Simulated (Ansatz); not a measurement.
`C#[C][Zr]([OH])([F])[Cl]` + H₂O → `C#[C][Zr]([OH])([OH])[F]` + HCl  (formal hydrolysis of a Zr–Cl bond)

Computed with Ansatz on PBE0-D4/def2-TZVP structures; ΔE is electronic, products minus reactants. CBS: MP2 limit from def2 TZ/QZ plus the TZ coupled-cluster correction, frozen cores. This one scheme is used for every species. DFT in def2-TZVPP. def2 core potentials past Kr. For Zr outer-core shells are correlated without core-valence functions, which leaves a few kJ/mol of doubt a bond. Each species was taken in one conformer, which may not be the lowest.

| species | CAM-B3LYP-D4 energy (Eh) |
| --- | --- |
| `C#[C][Zr]([OH])([F])[Cl]` | -759.94302 |
| H₂O | -76.43873 |
| `C#[C][Zr]([OH])([OH])[F]` | -375.54059 |
| HCl | -460.83237 |

(1) Work out ΔE.

Largest T1 diagnostic among the species: 0.017.

Answers

(1) ΔE = (-375.54059) + (-460.83237) − (-759.94302) − (-76.43873) = 0.00879 Eh = +0.24 eV. CCSD(T)/CBS gives +0.33 eV.

From BLYP to BHLYP (50 % exact exchange), in def2-TZVPP and without D4, ΔE moves by +0.04 eV. Leaving LDA and LC-ωPBE aside and taking each functional with its dispersion term where it has one, the values, not all of them listed here, spread over 0.13 eV, from CAM-B3LYP-D4 to HSE06-D4. LDA lies −0.06 eV from PBE without D4.
